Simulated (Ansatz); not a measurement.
Reactions of CH3BrClFSi (`F[SiH2]C(Cl)Br`).

Computed with Ansatz on PBE0-D4/def2-TZVP structures; ΔE is electronic, products minus reactants. CBS: MP2 limit from def2 TZ/QZ plus the TZ coupled-cluster correction, frozen cores. This one scheme is used for every species. DFT in def2-TZVPP. B3LYP here is the variant with VWN-RPA as its local correlation; programs differ in this. For Br, Se outer-core shells are correlated without core-valence functions, which leaves a few kJ/mol of doubt a bond. Scalar relativity is left out up to krypton. Each species was taken in one conformer, which may not be the lowest.

```tsv
reaction	PBE-D4 (eV)	ωB97M-V (eV)	B3LYP-D4 (eV)	HF/CBS(def2) (eV)	CCSD(T)/CBS(def2) (eV)
`F[SiH2]C(Cl)Br` + H₂Se → `F[SiH2][SeH]` + `ClCBr`	-0.71	-0.68	-0.69	-0.81	-0.69
`F[SiH2]C(Cl)Br` + `CC1C[SiH2]1` → `F[SiH2]C1C[SiH2]1` + `CC(Cl)Br`	-0.37	-0.42	-0.40	-0.48	-0.43
`F[SiH2]C(Cl)Br` + `N[SiH](O)F` → `O[SiH](F)N[SiH2]F` + `ClCBr`	-0.70	-0.78	-0.79	-0.98	-0.78
`F[SiH2]C(Cl)Br` + `[CH3][AlH][CH2]F` → `[CH3][AlH][CH2][SiH2]F` + `FC(Cl)Br`	-0.67	-0.66	-0.60	-0.60	-0.61
```

Largest T1 diagnostic: 0.012, for `O[SiH](F)N[SiH2]F`.
